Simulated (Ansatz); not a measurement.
Two members of one family (Series ZrF3X), computed with Ansatz in the gas phase; def2 core potentials for Zr, no spin–orbit coupling. The two geometries come from different levels. Binding counts from free atoms in the multiplicity of their measured ground term, without zero-point energy. A dash marks a value that wasn't run or was left out as unsound. The structures are stationary points that may keep the symmetry of their start.

First: ZrHF3 (singlet, charge 0, PBE0-D4/def2-TZVP geometry).

```xyz
5

Zr   -0.009    0.015    0.036
H     0.405   -0.663   -1.629
F    -0.211    1.883   -0.166
F     1.432   -0.420    1.178
F    -1.616   -0.815    0.581
```

| level | HOMO (eV) | LUMO (eV) | gap (eV) | binding per atom (eV) |
| --- | --- | --- | --- | --- |
| PBE-D4/def2-SVP | -7.51 | -2.55 | 4.96 | – |
| r2SCAN-D4/def2-TZVPD | -7.98 | -2.50 | 5.47 | – |
| B97M-V/def2-TZVP | -8.06 | -2.51 | 5.54 | 4.71 |
| PBE0-D4/def2-SVP | -8.99 | -1.69 | 7.30 | 4.72 |
| HSE06-D4/def2-TZVP | -8.65 | -2.17 | 6.48 | 4.63 |

Metal–donor distances: 1 × H 1.85 Å, 3 × F 1.89 Å.

Second: ZrBrF3 (singlet, charge 0, PBE0-D4/def2-SVP geometry).

```tsv
atom	x (Å)	y (Å)	z (Å)
Zr1	0.060	-0.085	-0.044
Br2	-1.268	1.790	0.932
F3	0.899	-1.066	1.334
F4	1.383	0.599	-1.204
F5	-1.074	-1.239	-1.018
```

**Question.** What does the change do? Estimate second minus first.

**Answer.** 
```csv
level,Δ HOMO (eV),Δ LUMO (eV),Δ gap (eV),Δ binding per atom (eV)
PBE-D4/def2-SVP,-0.31,-0.02,0.29,–
r2SCAN-D4/def2-TZVPD,-0.32,-0.06,0.26,–
B97M-V/def2-TZVP,-0.29,0.01,0.29,0.24
PBE0-D4/def2-SVP,-0.22,-0.14,0.08,0.28
HSE06-D4/def2-TZVP,-0.23,-0.12,0.11,0.27
```

Metal–donor distances: 1 × Br 2.50 Å, 3 × F 1.89 Å.
